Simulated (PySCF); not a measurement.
Ga(Cl)2(SeH) (Cl2GaHSe), SMILES [Cl][Ga]([Cl])[SeH].

Coordinates come from a PBE0-D3(BJ)/def2-SVP optimisation. The structure was generated by enumeration; whether it is a known compound was not checked. One conformer was computed; it need not be the lowest.

Computed with TDA-PBE/def2-SVPD in PySCF.

Vertical excitations. Isolated molecule, no solvent. State labels are in the subgroup Cs.

```json
[
 {"state": "S1", "symmetry": "A\"", "energy (eV)": "4.19", "λ (nm)": "296", "f": "0.009", "main pairs": "HOMO→LUMO 100 %"},
 {"state": "S2", "symmetry": "A'", "energy (eV)": "4.99", "λ (nm)": "248", "f": "0.008", "main pairs": "HOMO→LUMO+1 69 %, HOMO−1→LUMO 26 %"},
 {"state": "S3", "symmetry": "A'", "energy (eV)": "5.31", "λ (nm)": "233", "f": "0.011", "main pairs": "HOMO−2→LUMO 83 %, HOMO−1→LUMO 14 %"},
 {"state": "S4", "symmetry": "A\"", "energy (eV)": "5.45", "λ (nm)": "228", "f": "0.000", "main pairs": "HOMO−3→LUMO 100 %"},
 {"state": "S5", "symmetry": "A\"", "energy (eV)": "5.59", "λ (nm)": "222", "f": "0.012", "main pairs": "HOMO→LUMO+2 97 %"},
 {"state": "S6", "symmetry": "A'", "energy (eV)": "5.69", "λ (nm)": "218", "f": "0.177", "main pairs": "HOMO−1→LUMO 46 %, HOMO−5→LUMO 24 %, HOMO→LUMO+1 17 %, HOMO−2→LUMO 10 %"},
 {"state": "S7", "symmetry": "A\"", "energy (eV)": "5.78", "λ (nm)": "214", "f": "0.000", "main pairs": "HOMO−1→LUMO+1 78 %, HOMO−2→LUMO+1 20 %"},
 {"state": "S8", "symmetry": "A\"", "energy (eV)": "5.81", "λ (nm)": "213", "f": "0.000", "main pairs": "HOMO−2→LUMO+1 79 %, HOMO−1→LUMO+1 18 %"},
 {"state": "S9", "symmetry": "A\"", "energy (eV)": "6.02", "λ (nm)": "206", "f": "0.028", "main pairs": "HOMO−4→LUMO 97 %"},
 {"state": "S10", "symmetry": "A'", "energy (eV)": "6.25", "λ (nm)": "199", "f": "0.022", "main pairs": "HOMO−3→LUMO+1 83 %"},
 {"state": "T1", "symmetry": "A\"", "energy (eV)": "3.86", "λ (nm)": "321", "f": "0", "main pairs": "HOMO→LUMO 99 %"},
 {"state": "T2", "symmetry": "A'", "energy (eV)": "4.38", "λ (nm)": "283", "f": "0", "main pairs": "HOMO→LUMO+1 97 %"},
 {"state": "T3", "symmetry": "A'", "energy (eV)": "4.87", "λ (nm)": "254", "f": "0", "main pairs": "HOMO−1→LUMO 92 %"},
 {"state": "T4", "symmetry": "A'", "energy (eV)": "5.01", "λ (nm)": "248", "f": "0", "main pairs": "HOMO−2→LUMO 95 %"}
]
```
Triplets are in the Tamm–Dancoff approximation.
